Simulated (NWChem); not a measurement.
A series in which one site is exchanged, each optimised at PBE0/def2-SVP with NWChem, gas phase unless a solvent is named. For some, no frequency run checked for a minimum. def2 effective core potentials on Zr; no spin-orbit coupling.

A: [F][Zr]([F])([Cl])[F] (ZrClF$_{3}$; site = Zr)
B: [Cl][Ge]([F])([F])[F] (GeClF$_{3}$; site = Ge)
C: [F][Ti]([F])([F])[Cl] (TiClF3; site = Ti)
D: FC(F)(F)Cl (CClF₃; site = C)

Values for A:

| Property | Value |
|---|---|
| dipole (D), PBE0/def2-SVP | 0.19 |
| orbital gap (eV), PBE0/def2-SVP | 8.21 |
| vertical ionisation energy, ΔSCF, CAM-B3LYP/def2-SVP (eV) | 12.60 |
| static polarisability, CAM-B3LYP/def2-SVPD (bohr³) | 49.4 |
| lowest singlet excitation, CAM-B3LYP/def2-SVPD, TDA (eV) | 6.76 |

Q: How do these values change for the other members?

A: 
| change from A | B | C | D |
|---|---|---|---|
| dipole (D), PBE0/def2-SVP | +1.00 | -0.17 | +0.05 |
| orbital gap (eV), PBE0/def2-SVP | +0.57 | -1.44 | +2.55 |
| vertical ionisation energy, ΔSCF, CAM-B3LYP/def2-SVP (eV) | +0.82 | +0.09 | +0.39 |
| static polarisability, CAM-B3LYP/def2-SVPD (bohr³) | -9.3 | -2.4 | -18.5 |
| lowest singlet excitation, CAM-B3LYP/def2-SVPD, TDA (eV) | +0.32 | -1.58 | +1.23 |
